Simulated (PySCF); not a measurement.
## Mass spectrum arithmetic for `BP(B)[SiH3]`

Species: `P(B)(B)[SiH3]`.

Calculated from isotope tables alone.

(1) Molar mass and exact mass?

(2) What cluster does the molecular ion M+• show when like nominal masses merge?

(3) What resolving power m/Δm just matches the spacing of the species with one 29Si and with one 2H?

(4) Resolve the fine structure: one atom at a time replaced by a minor isotope.

(5) Elemental analysis, calculated?

(6) Protons, neutrons, electrons, and exact less nominal mass of the monoisotopic species?

(7) Which m/z would the protonated, sodiated and deprotonated molecule have?

Results:

(1) For B2H7PSi, with standard atomic weights, 2 × 10.810 + 1 × 30.974 + 1 × 28.085 + 7 × 1.008 = 87.735 g/mol. From the most abundant isotopes (11B, 31P, 28Si, 1H), 2 × 11.009305 + 1 × 30.973762 + 1 × 27.976927 + 7 × 1.007825 = 88.0241 u.

(2) 
```
nominal mass  m/z (centroid)  relative intensity
          86         86.0308                 6.0
          87         87.0272                48.7
          88         88.0236               100.0
          89         89.0234                 6.6
          90         90.0204                 3.3
```

Lines under 0.1 % of the tallest are left out. One electron mass, 0.00055 u, is taken off. Abundances used (%; other tables differ somewhat): 10B 19.9, 11B 80.1; 28Si 92.2297, 29Si 4.6832, 30Si 3.0872; 1H 99.9885, 2H 0.0115.

(3) They lie 0.00671 u apart at mass 89.02, so m/Δm is about 13000.

(4) Intensity in % of the monoisotopic species:

```json
{"isotope": "10B", "mass shift (u)": "-0.99637", "m/z": "87.0272", "intensity (%)": "49.69"}
{"isotope": "29Si", "mass shift (u)": "+0.99957", "m/z": "89.0231", "intensity (%)": "5.08"}
{"isotope": "2H", "mass shift (u)": "+1.00628", "m/z": "89.0298", "intensity (%)": "0.08"}
{"isotope": "30Si", "mass shift (u)": "+1.99684", "m/z": "90.0204", "intensity (%)": "3.35"}
```

Species under 0.02 % are left out.

(5) B 24.64 %, P 35.30 %, Si 32.01 %, H 8.04 %.

(6) 46 protons, 42 neutrons and 46 electrons; 88.0241 − 88 = +0.0241 u.

(7) [M+H]+ 89.0314, [M+Na]+ 111.0133, [M−H]− 87.0168, for the monoisotopic species (arithmetic only; whether such ions form is another matter).
